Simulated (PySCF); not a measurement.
CH6OSi2, neutral, multiplicity 1. Atoms are numbered in the order given.

```xyz
10

Si     0.9790    -0.1292     0.0000
O     -0.4070    -1.0791     0.0000
C     -0.4311    -2.4937     0.0000
H     -0.9699    -2.8505    -0.8928
H     -0.9699    -2.8505     0.8928
H      0.5868    -2.9268     0.0000
Si    -0.3290     1.9233     0.0000
H      0.5166     3.1591     0.0000
H     -1.2101     1.9734    -1.2108
H     -1.2101     1.9734     1.2108
```
Charge 0, spin multiplicity 1.

Geometry: B3LYP-D3(BJ)/def2-SVP. The structure was generated by enumeration; whether it is a known compound was not checked. Other conformers were not sampled.

These are PySCF with PBE/def2-TZVP values and carry that method's errors.

Symmetry labels are those of the subgroup Cs that the program uses (full group Cs).

Computed valence orbital energies around the gap with their symmetry:
```json
[
 {"orbital": "HOMO−7", "symmetry": "A\"", "energy (eV)": "-11.31"},
 {"orbital": "HOMO−6", "symmetry": "A'", "energy (eV)": "-11.24"},
 {"orbital": "HOMO−5", "symmetry": "A'", "energy (eV)": "-9.13"},
 {"orbital": "HOMO−4", "symmetry": "A\"", "energy (eV)": "-8.27"},
 {"orbital": "HOMO−3", "symmetry": "A'", "energy (eV)": "-8.08"},
 {"orbital": "HOMO−2", "symmetry": "A'", "energy (eV)": "-7.82"},
 {"orbital": "HOMO−1", "symmetry": "A\"", "energy (eV)": "-7.61"},
 {"orbital": "HOMO", "symmetry": "A'", "energy (eV)": "-5.04"},
 {"orbital": "LUMO", "symmetry": "A\"", "energy (eV)": "-3.22"},
 {"orbital": "LUMO+1", "symmetry": "A'", "energy (eV)": "-0.97"},
 {"orbital": "LUMO+2", "symmetry": "A'", "energy (eV)": "0.11"},
 {"orbital": "LUMO+3", "symmetry": "A\"", "energy (eV)": "0.66"}
]
```
